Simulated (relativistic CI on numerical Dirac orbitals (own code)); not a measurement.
Electric-dipole transitions in Sn²⁸⁺

Calculated at this level of theory: Dirac-Coulomb-Breit CI, KLI orbitals optimised for each configuration, model QED, unscaled Slater integrals (own radial code, finite nucleus).

CI space (outside the closed core [Ne]): 3s2 3p6 3d4, 3s2 3p5 3d5, 3s 3p6 3d5, 3s2 3p6 3d3 4s, 3s2 3p6 3d3 4p, 3s2 3p6 3d3 4d, 3s2 3p5 3d4 4s, 3s2 3p6 3d3 4f, 3s 3p6 3d4 4s, 3s2 3p6 3d2 4s 4p, 3s2 3p6 3d3 5s, 3p6 3d6, 3p5 3d7, 3p5 3d6 4s, 3s2 3p6 3d2 4s2, 3s2 3p6 3d 4s2 4p, 3s2 3p6 3d 4s2 4d, 3p6 3d5 4s, 3p5 3d5 4s2. Double excitations out of closed p, d and f shells are left out; levels of such configurations are missing from the list, as are those of other unlisted configurations, and high levels can miss mixing partners.

```csv
λ vac (nm),Lower,Upper,A (s⁻¹),E lower (eV),E upper (eV)
4.9349,3s2 3p6 3d4 5D_4 [5],3s2 3p5 3d5 3D°_3 [182],2.19e+11,12.528,263.770
4.9885,3s2 3p6 3d4 5D_2 [3],3s2 3p5 3d5 5P°_2 [172],4.06e+11,9.288,257.830
5.0398,3s2 3p6 3d4 5D_3 [4],3s2 3p5 3d5 5P°_2 [172],5.48e+11,11.821,257.830
5.1084,3s2 3p6 3d4 3H_5 [10],3s2 3p5 3d5 3G°_4 [187],3.83e+11,23.095,265.802
5.1141,3s2 3p6 3d4 3G_4 [13],3s2 3p5 3d5 3G°_4 [195],2.20e+11,27.178,269.616
5.1389,3s2 3p6 3d4 3H_6 [12],3s2 3p5 3d5 3H°_6 [188],6.21e+11,24.705,265.970
5.1410,3s2 3p6 3d4 3H_5 [10],3s2 3p5 3d5 3H°_5 [184],3.81e+11,23.095,264.261
5.1430,3s2 3p6 3d4 3G_4 [13],3s2 3p5 3d5 3F°_3 [193],3.05e+11,27.178,268.254
5.3029,3s2 3p6 3d4 3H_5 [10],3s2 3p5 3d5 3H°_5 [170],1.54e+11,23.095,256.900
5.3896,3s2 3p6 3d4 3F_4 [16],3s2 3p5 3d5 3F°_4 [174],3.14e+11,29.792,259.836
5.4496,3s2 3p6 3d4 3H_4 [7],3s2 3p5 3d5 3G°_4 [156],1.66e+11,18.802,246.314
5.4914,3s2 3p6 3d4 5D_2 [3],3s2 3p5 3d5 5P°_1 [133],4.08e+11,9.288,235.066
5.5685,3s2 3p6 3d4 5D_4 [5],3s2 3p5 3d5 1G°_4 [135],1.76e+11,12.528,235.181
5.6297,3s2 3p6 3d4 3H_4 [7],3s2 3p5 3d5 3G°_4 [145],1.17e+11,18.802,239.035
5.7272,3s2 3p6 3d4 5D_4 [5],3s2 3p5 3d5 3G°_5 [121],7.23e+10,12.528,229.011
5.7300,3s2 3p6 3d4 3H_4 [7],3s2 3p5 3d5 1G°_4 [135],1.51e+11,18.802,235.181
5.7961,3s2 3p6 3d4 5D_3 [4],3s2 3p5 3d5 5D°_3 [116],1.13e+11,11.821,225.731
5.8447,3s2 3p6 3d4 3H_4 [7],3s2 3p5 3d5 3F°_4 [126],9.51e+10,18.802,230.934
5.8805,3s2 3p6 3d4 5D_4 [5],3s2 3p5 3d5 3F°_4 [110],1.18e+11,12.528,223.369
5.9643,3s2 3p6 3d4 3H_6 [12],3s2 3p5 3d5 3G°_5 [129],1.03e+11,24.705,232.582
5.9656,3s2 3p6 3d4 5D_3 [4],3s2 3p5 3d5 3F°_3 [98],1.23e+11,11.821,219.652
5.9733,3s2 3p6 3d4 5D_4 [5],3s2 3p5 3d5 1G°_4 [100],1.34e+11,12.528,220.092
5.9777,3s2 3p6 3d4 3G_3 [8],3s2 3p5 3d5 3G°_3 [122],1.37e+11,21.821,229.234
6.0211,3s2 3p6 3d4 3H_5 [10],3s2 3p5 3d5 3G°_5 [121],1.53e+11,23.095,229.011
6.0226,3s2 3p6 3d4 5D_3 [4],3s2 3p5 3d5 5F°_4 [94],1.21e+11,11.821,217.686
6.0258,3s2 3p6 3d4 5D_0 [1],3s2 3p5 3d5 5F°_1 [66],2.10e+11,0.000,205.754
6.0434,3s2 3p6 3d4 5D_4 [5],3s2 3p5 3d5 5F°_4 [94],7.56e+10,12.528,217.686
6.1351,3s2 3p6 3d4 5D_4 [5],3s2 3p5 3d5 3G°_5 [88],1.53e+11,12.528,214.619
6.1737,3s2 3p6 3d4 3H_6 [12],3s2 3p5 3d5 3H°_6 [115],1.47e+11,24.705,225.531
6.5352,3s2 3p6 3d4 3H_6 [12],3s2 3p5 3d5 3I°_7 [86],1.01e+11,24.705,214.422
```

Terms are leading LS components. Brackets give the number of a level in order of energy, since labels repeat. The list gives strong lines, with weight on those to low levels, without lines whose two gauges differ by over a factor of 2.5, among the lowest 200 of 2289 levels, so that lines to higher ones, which can be the strongest, are missing. Levels whose partners in the same complex of configurations lie outside the list can be far off, and so can their lines. Rates are taken at the computed energies, electric ones in the length gauge.

At this charge energies of transitions that change n are usually good to better than 1 %, and those within a shell (Δn = 0) to a few per cent. Terms inside the open d or f shell come out 10 to 20 % too wide with unscaled integrals.

LS names give the leading component of a level, which can be under half, so a name can repeat, a term be missing and a line seem to break the LS rules.
